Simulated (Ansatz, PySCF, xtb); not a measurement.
Scan of H₂Mg, singlet: symmetric bend, bond length relaxed. Scanned: H-Mg-H angle. Other coordinates (Mg-H bond length) were minimised at B3LYP/def2-TZVP.

- RKS-B3LYP/6-31G* = restricted B3LYP/6-31G*, spherical d in PySCF 2.14.0
- RHF/cc-pVDZ (Ansatz, an electronic-structure program)
- GFN1-xTB (xtb)

Energies in kJ/mol, each method relative to its own lowest point.

```csv
a / °,RKS-B3LYP/6-31G*,RHF/cc-pVDZ,GFN1-xTB
180,0.0,0.0,0.0
169.86,1.6,1.7,[?]
157.51,7.7,8.3,5.5
152.31,11.7,12.6,8.3
141.92,22.2,24.1,[?]
131.69,36.2,39.5,27.2
119.17,58.8,64.7,45.9
110.09,79.8,88.0,[?]
99.45,110.1,121.7,[?]
87.57,153.1,169.5,[?]
80.92,182.4,201.8,167.8
69.40,244.3,269.5,242.7
60,307.5,337.2,322.0
```

### Question
What belongs in the gaps?

### Answer

- 169.86, GFN1-xTB: 1.0
- 141.92, GFN1-xTB: 16.3
- 110.09, GFN1-xTB: 64.3
- 99.45, GFN1-xTB: 92.4
- 87.57, GFN1-xTB: 135.7
